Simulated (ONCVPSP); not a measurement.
## Pseudopotential generation for Xe (Z = 54): ONCV, LDA (Perdew-Zunger), scalar-relativistic.

The input file (ONCVPSP 4.0.1):

```
# ATOM AND REFERENCE CONFIGURATION
# atsym  z   nc   nv     iexc    psfile
  Xe 54.00    6    5        3      upf
#
#   n    l    f
    1    0    2.00
    2    0    2.00
    2    1    6.00
    3    0    2.00
    3    1    6.00
    3    2   10.00
    4    0    2.00
    4    1    6.00
    4    2   10.00
    5    0    2.00
    5    1    5.75
#
# PSEUDOPOTENTIAL AND OPTIMIZATION
# lmax
    2
#
#   l,   rc,      ep,       ncon, nbas, qcut
    0    1.25    0.00    4    7    9.20
    1    1.45    0.00    3    6    7.90
    2    1.10    0.00    4    9   17.10
#
# LOCAL POTENTIAL
# lloc, lpopt,  rc(5),   dvloc0
    2    5    1.10    0.00
#
# VANDERBILT-KLEINMAN-BYLANDER PROJECTORs
# l, nproj, debl
    0    2    0.40
    1    3    0.70
    2    0    1.10
#
# MODEL CORE CHARGE
# icmod, fcfact, rcfact
    3    3.25    1.05
#
# LOG DERIVATIVE ANALYSIS
# epsh1, epsh2, depsh
   -9.00    5.00    0.04
#
# OUTPUT GRID
# rlmax, drl
    6.00    0.01
#
# TEST CONFIGURATIONS
# ncnf
    4
# nvcnf
#   n    l    f
    5
    4    0    2.00
    4    1    6.00
    4    2   10.00
    5    0    2.00
    5    1    6.00
#
    5
    4    0    2.00
    4    1    6.00
    4    2   10.00
    5    0    2.00
    5    1    5.00
#
    5
    4    0    2.00
    4    1    6.00
    4    2   10.00
    5    0    2.00
    5    1    4.00
#
    5
    4    0    2.00
    4    1    5.00
    4    2   10.00
    5    0    2.00
    5    1    6.00
#
```

Command:

```bash
oncvpsp.x < Xe.dat > Xe.out
```

Output (shortened: citation, most of the input echo, consistency checks and plot data are left out):

```
ONCVPSP  (Optimized Norm-Conservinng Vanderbilt PSeudopotential)
scalar-relativistic version 4.0.1

#   n    l    f        energy (Ha)
    1    0    2.00    -1.2619079E+03
    2    0    2.00    -1.9650443E+02
    2    1    6.00    -1.7642653E+02
    3    0    2.00    -4.0246297E+01
    3    1    6.00    -3.3761259E+01
    3    2   10.00    -2.4117515E+01
    4    0    2.00    -7.3269380E+00
    4    1    6.00    -5.2702012E+00
    4    2   10.00    -2.2722437E+00
    5    0    2.00    -8.1666150E-01
    5    1    5.75    -3.8561665E-01

Reference configufation results
  iterations    21
  all-electron total energy (Ha)   -7.44127618D+03

Begin loop to  construct optimized pseudo wave functions
and semi-local pseudopoentials for all angular momenta

Calculating optimized projector #   1

 for l=   0

    Fraction of norm inside rc  0.973702
    Optimizing pswf for qcut=   9.20 a_B^-1,  ecut=  42.33 Ha
    Residual kinetic energy error=  4.10D-05 Ha

    Energy error per electron        Cutoff
         Ha          eV             Ha
         0.01000     0.27211       26.28
         0.00100     0.02721       34.03
         0.00010     0.00272       39.78
         0.00001     0.00027       77.27

Calculating optimized projector #   2

 for l=   0

    Fraction of norm inside rc  0.140487
    Optimizing pswf for qcut=   9.20 a_B^-1,  ecut=  42.33 Ha
    Residual kinetic energy error=  1.71D-04 Ha

    Energy error per electron        Cutoff
         Ha          eV             Ha
         0.01000     0.27211       26.87
         0.00100     0.02721       36.40
         0.00010     0.00272       47.77
         0.00001     0.00027      103.86

   Wellstate for l =  1  n =  6
     eigenvalue =   0.3144
     asymptotic potential =   0.8144
     half-point radius =  5.6505

Calculating optimized projector #   1

 for l=   1

    Fraction of norm inside rc  0.983748
    Optimizing pswf for qcut=   7.89 a_B^-1,  ecut=  31.16 Ha
    Residual kinetic energy error=  7.40D-05 Ha

    Energy error per electron        Cutoff
         Ha          eV             Ha
         0.01000     0.27211       22.45
         0.00100     0.02721       26.74
         0.00010     0.00272       31.02
         0.00001     0.00027       73.60

Calculating optimized projector #   2

 for l=   1

    Fraction of norm inside rc  0.132434
    Optimizing pswf for qcut=   7.89 a_B^-1,  ecut=  31.16 Ha
    Residual kinetic energy error=  6.01D-05 Ha

    Energy error per electron        Cutoff
         Ha          eV             Ha
         0.01000     0.27211       20.58
         0.00100     0.02721       25.85
         0.00010     0.00272       30.37
         0.00001     0.00027       44.69

Calculating optimized projector #   3

 for l=   1

    Fraction of norm inside rc  0.054893
    Optimizing pswf for qcut=   7.89 a_B^-1,  ecut=  31.16 Ha
    Residual kinetic energy error=  3.04D-05 Ha

    Energy error per electron        Cutoff
         Ha          eV             Ha
         0.01000     0.27211       18.59
         0.00100     0.02721       24.50
         0.00010     0.00272       29.16
         0.00001     0.00027       35.65

Calculating optimized projector #   1

 for l=   2

    Fraction of norm inside rc  0.774952
    Optimizing pswf for qcut=  17.11 a_B^-1,  ecut= 146.37 Ha
    Residual kinetic energy error=  7.47D-09 Ha

    Energy error per electron        Cutoff
         Ha          eV             Ha
         0.01000     0.27211       53.21
         0.00100     0.02721       69.37
         0.00010     0.00272       85.18
         0.00001     0.00027      100.09

Construct Vanderbilt / Kleinmman-Bylander projectors

B matrix Hermiticity error, ll=   0
   1   2    1.8791E-03

  Orthonormal projector coefficients  1.8329E+01  3.3490E+00

B matrix Hermiticity error, ll=   1
   1   2    1.0235E-03
   1   3   -7.3683E-04
   2   3    3.7497E-05

  Orthonormal projector coefficients  1.2505E+01 -5.0013E+00  3.1543E+00

Model core correction analysis
  based on d2Exc/dn_idn_j

d2excae - all-electron derivatives

   -3.514131D-02   -3.293261D-02   -2.773646D-02   -3.928087D-03
   -2.401164D-03
   -3.293266D-02   -3.164504D-02   -2.753724D-02   -4.545573D-03
   -2.650972D-03
   -2.773661D-02   -2.753738D-02   -2.595260D-02   -6.903939D-03
   -3.946947D-03
   -3.928121D-03   -4.545603D-03   -6.903244D-03   -2.145034D-02
   -1.814997D-02
   -2.401219D-03   -2.651050D-03   -3.946686D-03   -1.815033D-02
   -1.864744D-02

d2excps - pseudofunction derivatives with no core correction

   -4.756533D-02   -3.843008D-02   -3.102969D-02   -5.971989D-03
   -3.338011D-03
   -3.843057D-02   -3.620144D-02   -3.152049D-02   -5.369473D-03
   -3.203211D-03
   -3.103001D-02   -3.152066D-02   -2.927503D-02   -7.257234D-03
   -4.307864D-03
   -5.972362D-03   -5.369523D-03   -7.256543D-03   -2.174512D-02
   -1.825749D-02
   -3.338157D-03   -3.203303D-03   -4.307608D-03   -1.825785D-02
   -1.870986D-02

rms 2nd derivative error    3.536852E-03

rmatch, rhocmatch    0.4722   71.1653

Teter function model core charge with specified parameters

d2excps - pseudofunction derivatives with core correction

   -3.953404D-02   -3.534449D-02   -2.957670D-02   -4.763227D-03
   -2.925091D-03
   -3.534454D-02   -3.465656D-02   -3.068647D-02   -4.921300D-03
   -3.005556D-03
   -2.957683D-02   -3.068662D-02   -2.878700D-02   -7.053039D-03
   -4.204865D-03
   -4.763282D-03   -4.921336D-03   -7.052346D-03   -2.156204D-02
   -1.819681D-02
   -2.925160D-03   -3.005641D-03   -4.204608D-03   -1.819717D-02
   -1.868415D-02

rms 2nd derivative error    1.758581E-03

Pseudoatom total energy -329.565038

Diagnostic tests using Vanderbilt-Kleinman-Bylander pseudopotentials
  1 or more projectors used as specified by nproj input data

   l    rcore       rmatch      e in        delta e   norm test  slope test

   0   1.2519534   1.2899654  -7.3269380   0.0000147   1.0003722   1.0003362
   0   1.2519534   1.2899654  -0.8166615   0.0000185   1.0000833   1.0000615

   1   1.4539105   1.4980544  -5.2702012  -0.0000208   1.0003183   1.0002908
   1   1.4539105   1.4980544  -0.3856167   0.0000202   1.0000785   1.0000215
   1   1.4539105   1.4980544   0.3143833   0.0000864   1.0002969   1.0002969

   2   1.1041563   1.1376809  -2.2722437  -0.0000309   0.9999914   1.0000343

 Testing for bound ghosts
   n   l    E NL Schr. Eq   E Basis Diag.   E Cutoff

   1   0       -7.326923       -7.326922    122.01
   2   0       -0.816643       -0.789942    122.01

   2   1       -5.270222       -5.270194    106.78
   3   1       -0.385596       -0.353933    106.78

 Testing for highly-localized positive-energy ghosts
       l    <radius>/rc     E Basis Diag.   E Cutoff

Test configuration 0

   n   l     f        eae           eps        diff
   1   0  2.0000-1261.90788267
   2   0  2.0000 -196.50442756
   2   1  6.0000 -176.42652569
   3   0  2.0000  -40.24629707
   3   1  6.0000  -33.76125939
   3   2 10.0000  -24.11751531
   4   0  2.0000   -7.32693802   -7.32692337    1.47D-05
   4   1  6.0000   -5.27020118   -5.27022198   -2.08D-05
   4   2 10.0000   -2.27224366   -2.27227455   -3.09D-05
   5   0  2.0000   -0.81666150   -0.81664302    1.85D-05
   5   1  5.7500   -0.38561665   -0.38559649    2.02D-05

    Total energies and differences
      AE_ref= -7.44127618D+03  AE_tst= -7.44127618D+03  dif=  0.00D+00
      PS_ref= -3.29565038D+02  PS_tst= -3.29565038D+02  dif= -2.10D-12
      PSP excitation error=  2.10D-12

Test configuration 1

   n   l     f        eae           eps        diff
   1   0  2.0000-1261.81919531
   2   0  2.0000 -196.41609363
   2   1  6.0000 -176.33814532
   3   0  2.0000  -40.15814304
   3   1  6.0000  -33.67310045
   3   2 10.0000  -24.02935349
   4   0  2.0000   -7.23915823   -7.23911004    4.82D-05
   4   1  6.0000   -5.18247602   -5.18249260   -1.66D-05
   4   2 10.0000   -2.18472590   -2.18475654   -3.06D-05
   5   0  2.0000   -0.73441693   -0.73439836    1.86D-05
   5   1  6.0000   -0.30828438   -0.30826542    1.90D-05

    Total energies and differences
      AE_ref= -7.44127618D+03  AE_tst= -7.44136284D+03  dif= -8.67D-02
      PS_ref= -3.29565038D+02  PS_tst= -3.29651717D+02  dif= -8.67D-02
      PSP excitation error=  2.19D-05

Test configuration 2

   n   l     f        eae           eps        diff
   1   0  2.0000-1262.19457607
   2   0  2.0000 -196.78954543
   2   1  6.0000 -176.71184486
   3   0  2.0000  -40.53058298
   3   1  6.0000  -34.04556625
   3   2 10.0000  -24.40184130
   4   0  2.0000   -7.60945926   -7.60962538   -1.66D-04
   4   1  6.0000   -5.55246449   -5.55250995   -4.55D-05
   4   2 10.0000   -2.55358311   -2.55361408   -3.10D-05
   5   0  2.0000   -1.07800033   -1.07798819    1.21D-05
   5   1  5.0000   -0.63147526   -0.63145343    2.18D-05

    Total energies and differences
      AE_ref= -7.44127618D+03  AE_tst= -7.44089611D+03  dif=  3.80D-01
      PS_ref= -3.29565038D+02  PS_tst= -3.29184866D+02  dif=  3.80D-01
      PSP excitation error= -9.90D-05

Test configuration 3

   n   l     f        eae           eps        diff
   1   0  2.0000-1262.61933370
   2   0  2.0000 -197.21089488
   2   1  6.0000 -177.13361896
   3   0  2.0000  -40.95006495
   3   1  6.0000  -34.46509173
   3   2 10.0000  -24.82142205
   4   0  2.0000   -8.02491943   -8.02554318   -6.24D-04
   4   1  6.0000   -5.96733587   -5.96744924   -1.13D-04
   4   2 10.0000   -2.96646241   -2.96649393   -3.15D-05
   5   0  2.0000   -1.45490630   -1.45492272   -1.64D-05
   5   1  4.0000   -0.98657747   -0.98656139    1.61D-05

    Total energies and differences
      AE_ref= -7.44127618D+03  AE_tst= -7.44008968D+03  dif=  1.19D+00
      PS_ref= -3.29565038D+02  PS_tst= -3.28378227D+02  dif=  1.19D+00
      PSP excitation error= -3.16D-04

Test configuration 4

   n   l     f        eae           eps        diff
   1   0  2.0000-1262.71305706
   2   0  2.0000 -197.25558979
   2   1  6.0000 -177.18387100
   3   0  2.0000  -40.96909980
   3   1  6.0000  -34.48463771
   3   2 10.0000  -24.84178746
   4   0  2.0000   -7.94858193   -7.95303614   -4.45D-03
   4   1  5.0000   -5.87523111   -5.87109511    4.14D-03
   4   2 10.0000   -2.84111851   -2.83744363    3.67D-03
   5   0  2.0000   -1.15886058   -1.15890896   -4.84D-05
   5   1  6.0000   -0.68430245   -0.68430799   -5.53D-06

    Total energies and differences
      AE_ref= -7.44127618D+03  AE_tst= -7.43584355D+03  dif=  5.43D+00
      PS_ref= -3.29565038D+02  PS_tst= -3.24130607D+02  dif=  5.43D+00
      PSP excitation error= -1.81D-03
```

The run took about 5.4 s on one core of a shared server CPU.
